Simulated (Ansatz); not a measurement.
Basis-set extrapolation for F$_{3}$H$_{4}$NSi$_{2}$, SMILES `F[SiH2]N[SiH](F)F` (PBE0-D4/def2-TZVP geometry, frozen core, Ansatz 0.2.0). Multiplicity 1, RHF reference.

```json
{"": "HF", "def2-TZVPP": "-933.434687", "def2-QZVPP": "-933.471484"}
{"": "MP2 correlation", "def2-TZVPP": "-1.190956", "def2-QZVPP": "-1.298855"}
{"": "CCSD(T) correlation", "def2-TZVPP": "-1.255270", "def2-QZVPP": "not run"}
```

Energies in hartree. Use E(X) = E(∞) + A·exp(−7.88·√X) for Hartree–Fock and E(X) = E(∞) + B·X^(−2.97) for correlation, with X = 3 and 4, and add CCSD(T) minus MP2 of the smaller set to the MP2 limit.

What is the CCSD(T) energy at the basis-set limit?

HF limit: -933.471484 + (-0.036797) × 0.13774 = -933.47655. MP2 limit: -1.298855 + (-0.107899) × 0.74074 = -1.37878. Higher-order term: -1.255270 − (-1.190956) = -0.06431. Total: -934.91964 hartree, 144.1 kcal/mol below CCSD(T)/def2-TZVPP.
